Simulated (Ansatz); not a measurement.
Species: dichloroborane, sum formula BHCl2, charge 0, multiplicity 1. SMILES: ClBCl
Coordinates optimised at B3LYP-D3(BJ)/def2-TZVP (Ansatz, a quantum-chemistry and plane-wave program):
```
B
H 1 1.1816
Cl 1 1.7421 2 119.57
Cl 1 1.7421 2 119.57 3 180.00
```
Charge 0, spin multiplicity 1.

Property: atomisation energy (electronic, to ground-state atoms), in kcal/mol. Cores are frozen in the correlated levels unless marked. UHF or UKS for open shells. Spin-orbit coupling is left out. Non-relativistic. The coupled-cluster limit lacks core correlation, which all-electron functionals hold. CBS(X,Y): correlation extrapolated as X^-3; Hartree-Fock from the larger set.

```csv
level,program,atomisation energy (kcal/mol)
BLYP/def2-TZVPD,Ansatz,[?]
PBE0/def2-TZVPD,Ansatz,316.7
r2SCAN0-D4/def2-TZVPD,Ansatz + dftd4,314.8
RPA@PBE/cc-pV(Q+d)Z,Ansatz,[?]
"CCSD(T)/CBS(aug-cc-pV(T+d)Z,aug-cc-pV(Q+d)Z)",Ansatz,313.3
```

Complete the blanks.


- BLYP/def2-TZVPD, atomisation energy (kcal/mol): 306.2
- RPA@PBE/cc-pV(Q+d)Z, atomisation energy (kcal/mol): 286.6
